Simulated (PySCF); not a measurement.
**Dipole moment and polarisability of `F[Si@@H]([SiH3])S[SiH3]`**

Compound: FH7SSi3.
SMILES with atom numbers: `[F:1][Si@@H:2]([SiH3:3])[S:4][SiH3:5]` (hydrogens: H6 on Si2; H7, H8, H9 on Si3; H10, H11, H12 on Si5)

Structure used (GFN2-xTB), in Å, numbered top down from 1:
```xyz
12
FH7SSi3 angstrom
F      0.2556    0.6784    1.8891
Si     0.5209    0.5633    0.2931
Si     2.6640   -0.1923   -0.0812
S     -0.9074   -0.8690   -0.4586
Si    -2.7511   -0.3296    0.4958
H      0.0584    1.8788   -0.1318
H      3.1284   -1.1166    0.9573
H      2.7879   -0.8591   -1.3762
H      3.5695    0.9613   -0.0735
H     -3.6752   -1.3066   -0.0513
H     -3.0731    1.0381    0.1052
H     -2.5768   -0.4473    1.9354
```

Level: CAM-B3LYP/def2-SVPD (PySCF), static field, nuclei fixed, core orbitals frozen in the response. The polarisability tensor in these axes (au):

```
x   135.49   2.85  -4.04
y     2.85  91.19   2.86
z    -4.04   2.86  86.11
```

Question: Give the principal values, the mean and the anisotropy Δα = √{½[(α1 − α2)² + (α2 − α3)² + (α1 − α3)²]}.

Answer: Principal values 84.37, 92.46 and 135.97 au; mean 104.26 au = 15.45 Å³ = 17.19 × 10⁻⁴⁰ C²·m²/J; Δα = 48.07 au (46 % of the mean).

Question: What is the dipole moment, and where does it point?

Answer: (0.21, 0.52, -0.60) D, 0.82 D in size, pointing from the negative to the positive side. Measured along this direction, the outermost atoms are H12 at the negative end and H9 at the positive end.

Question: Sum over states: ᾱ = Σ f/ω², ω in Eh. What share falls to these 8 lowest TDDFT singlets (eV, f)? 5.68, 0.0121; 6.02, 0.0167; 6.55, 0.0027; 6.79, 0.0464; 6.85, 0.0159; 7.12, 0.0478; 7.25, 0.0402; 7.31, 0.0473.

Answer: They add up to 3.58 au, 3.4 % of the 104.26 au; the largest single term is 0.75 au, from the state at 6.79 eV. Terms in order: 0.28, 0.34, 0.05, 0.75, 0.25, 0.70, 0.57, 0.66 au. Higher excitations give the rest. The strengths listed sum to 0.229.

Question: Molar refractivity from α?

Answer: Lorentz–Lorenz: R = (4π/3)N_A α = 2.5225 cm³/(mol·Å³) × 15.45 Å³ = 39.0 cm³/mol, in the limit of long wavelengths.

Question: Give the principal axes and the span of the nuclei along them.

Answer: Largest value along (1.00, 0.06, -0.08), where the nuclei span 7.34 Å; middle along (-0.02, 0.91, 0.42), 3.06 Å; least along (0.09, -0.42, 0.90), 2.59 Å. The response follows the extents in order.

Question: What would n − 1 = 2πNα be for an ideal gas of these molecules at 350 K and 1 atm, electronic part alone?

Answer: N = p/kT = 2.0968 × 10¹⁹ cm⁻³, so n − 1 = 2π × N × 15.45 × 10⁻²⁴ cm³ = 2036 × 10⁻⁶ at long wavelengths.

Question: Find the Langevin capture rate constant for NH4+ (18.034 u) meeting this molecule (141.956 u), k = 2.342 × 10⁻⁹ cm³/s × √(α in Å³ / reduced mass in u).

Answer: The reduced mass is 16.00 u, so k = 2.30 × 10⁻⁹ cm³/s. The formula leaves out the permanent dipole, which adds to the capture rate.

Geometry: GFN2-xTB, one conformer, isolated molecule.
